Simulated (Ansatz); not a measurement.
Total energies of `N[SiH](N)N`.

```xyz
11

N    -0.626    1.293   -0.666
Si    0.308   -0.074   -0.233
N     0.974    0.347    1.291
N    -0.764   -1.395   -0.454
H    -1.230    1.255   -1.470
H    -0.268    2.219   -0.504
H     1.500   -0.451   -1.044
H     1.795   -0.125    1.632
H     0.388    0.662    2.048
H    -0.402   -2.326   -0.574
H    -1.675   -1.405   -0.024
```

The species carries charge 0 and has multiplicity 1. The structure was optimised at the PBE0-D4/def2-TZVP level. It is one conformer, not always the lowest. Basis def2-TZVPP, Ansatz 0.2.0.

RPA on PBE orbitals: Hartree–Fock energy of these orbitals -456.50761 Eh, correlation -1.25455 Eh (frozen core).

| functional | kind | energy without D4 (Eh) | D4 term (kJ/mol) |
| --- | --- | --- | --- |
| LDA (SPW92) | LDA | -455.60780 | – |
| PBE | GGA | -457.78996 | -19.7 |
| revPBE | GGA | -458.02826 | -63.0 |
| r2SCAN | meta-GGA | -458.03125 | -4.8 |
| B97M-V | meta-GGA with VV10 | -458.04790 | – |
| PBE0 | global hybrid, 25 % exact exchange | -457.83351 | -16.5 |
| r2SCANh | meta-GGA hybrid, 10 % | -458.02145 | -5.1 |
| r2SCAN0 | meta-GGA hybrid, 25 % | -458.00756 | -5.6 |
| HSE06 (plane-wave form) | screened hybrid | -457.81809 | -15.3 |
| BHLYP | global hybrid, 50 % | -458.05525 | -23.1 |
| CAM-B3LYP | range-separated hybrid | -458.08784 | -16.5 |
| LC-ωPBE | long-range corrected hybrid | -457.96566 | – |
| ωB97X-V | range-separated hybrid GGA with VV10 | -458.05123 | – |
| ωB97M-V | range-separated hybrid meta-GGA with VV10 | -458.06096 | – |

Q: Give the same for BLYP, B3LYP, B2PLYP, PBE-QIDH. (Estimate.)

A: Computed: 
```
functional                 kind  energy without D4 (Eh)  D4 term (kJ/mol)
      BLYP                  GGA              -458.08314             -43.9
     B3LYP  global hybrid, 20 %              -458.17795             -31.7
    B2PLYP        double hybrid              -457.90010                 –
  PBE-QIDH        double hybrid              -457.73199                 –
```

B3LYP takes the VWN-RPA correlation (the form of Gaussian; ORCA's B3LYP/G). HSE06 is the plane-wave form, built on full-range PBE exchange. The double hybrids freeze the cores in their second-order part.

LC-ωPBE has ω = 0.4 bohr⁻¹.
